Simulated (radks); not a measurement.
Question: The mean radii <r> (bohr) of the occupied orbitals of an atom or ion are listed with their occupations. Calculated with a radial shooting solver on a logarithmic mesh with Libxc functionals: Dirac Kohn-Sham, PBEsol, spin-unpolarised, spherical densities, finite nucleus; Fermi nuclear charge, rms radius of each element as measured or else 0.836 A^(1/3) + 0.57 fm.

| orbital | occ. | <r> |
|---|---|---|
| 1s1/2 | 2 | 0.05033 |
| 2s1/2 | 2 | 0.2261 |
| 2p1/2 | 2 | 0.1960 |
| 2p3/2 | 4 | 0.1994 |
| 3s1/2 | 2 | 0.6818 |
| 3p1/2 | 2 | 0.7068 |
| 3p3/2 | 4 | 0.7177 |
| 3d3/2 | 4 | 0.8925 |
| 3d5/2 | 6 | 0.9000 |
| 4s1/2 | 1 | 2.390 |

Name the element and its charge. Open shells, if any, fill j = l - 1/2 first.

Answer: Z = 30, zinc, charge +1: Zn+ in [Ar] 3d10 4s1. The 1s radius gives Z: for a bare nucleus <r> = (2 gamma + 1)/(2Z) with gamma = sqrt(1 - (Z/c)^2), 0.04919 bohr for Z = 30, and screening makes it slightly larger (0.05033 here). The occupations add up to 29, and the charge is Z minus that.
